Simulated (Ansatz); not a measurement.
System: C2H7Si, charge 0, multiplicity 2. It need not be the lowest isomer of its formula. 
Geometry from a B3LYP-D3(BJ)/def2-TZVP (Ansatz, a program for electronic structure) optimisation:
SMILES: [SiH2](C)[CH2]
```xyz
10

Si     0.0531     0.5267     0.0378
C     -1.6305    -0.2094     0.1949
C      1.3463    -0.8003    -0.2485
H      0.0600     1.5084    -1.0791
H      0.3902     1.2888     1.2728
H     -1.7953    -1.2679     0.3658
H     -2.5378     0.3835     0.1522
H      1.3560    -1.5162     0.5761
H      1.1454    -1.3490    -1.1706
H      2.3437    -0.3635    -0.3253
```
Charge 0, spin multiplicity 2.

Quantity: atomisation energy (electronic, to ground-state atoms), in kJ/mol. Valence correlation only, unless marked. Open shells are spin-unrestricted. Spin-orbit coupling is left out. No relativistic terms. The coupled-cluster limit lacks core correlation, which all-electron functionals hold. CBS(X,Y): correlation extrapolated as X^-3; Hartree-Fock from the larger set (for Q and 5 zeta extrapolated as (X+1)exp(-9√X)).

```tsv
level	program	atomisation energy (kJ/mol)
BLYP-D4/def2-TZVPD	Ansatz + dftd4	3422.8
revPBE/def2-TZVPD	Ansatz	3361.4
CAM-B3LYP/def2-TZVPD	Ansatz	3455.5
wB97M-V/def2-TZVPD	Ansatz	3451.7
```

Question: Estimate the value at CCSD(T)/CBS(cc-pV(Q+d)Z,cc-pV(5+d)Z) as computed with Ansatz.

Answer: 3446.2 kJ/mol, so wB97M-V/def2-TZVPD differs from it by 5.5 kJ/mol.
